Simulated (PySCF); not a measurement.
An unknown shows these calculated signals:

$^{1}$H NMR (600 MHz, computed): δ 6.64 (m, 1H), 6.64 (m, 1H), 6.34 (m, 1H), 5.15 (m, 1H), 4.73 (m, 2H), 4.34 (m, 2H), 1.49 (m, 1H), 1.43 (m, 3H).

$^{13}$C{$^{1}$H} NMR (computed): δ 145.7 (CH2), 139.2 (CH), 21.6 (CH3), 7.5 (CH).

PySCF 2.14.0 with density-fitted response routines calculation with structure optimised with GFN2-xTB and shielding tensors at PBE0/pcSseg-1 (GIAO); no relativistic terms, one conformer, gas phase, averaged over atoms made equivalent by symmetry, fast rotation or ring inversion.

References, each an isolated molecule treated in the same way: TMS for $^{1}$H (σ = 31.72 ppm) and $^{13}$C (σ = 186.93 ppm).

Q: Which of these does the molecule contain: a ketone, a CH3CH2 unit, a vinyl group CH=CH2, a Si–H bond, an S-methyl group, a non-aromatic C=C double bond?

A: 
- A ketone: no.
- A CH3CH2 unit: no.
- A vinyl group CH=CH2: yes (δC 145.7, 139.2; δH 6.34 (m), 6.64 (m), 6.64 (m)).
- A Si–H bond: yes (δH 5.15 (m)).
- An S-methyl group: no.
- A non-aromatic C=C double bond: yes.

The data belong to SMILES [Si@H]1(C=C)[SiH2][C@H](C)[SiH2]1, C4H12Si3; they needn't prove each group on their own.

Carbon signals by region: 2 in the sp2 and nitrile region (100–160 ppm), 2 below 50 ppm.

Shifts are as computed. Against solution values, carbons near 30 ppm lie about +3 ppm off and those near 130 ppm about +5 ppm. Of 1309 compounds with measured shifts, 239 miss one by over three times the rms of a fit or turn the order of signals round; such compounds aren't used in these exercises. Multiplicities follow the n + 1 count of equivalent neighbours, as no J values were calculated; m marks all less simple cases, F and P coupling included.
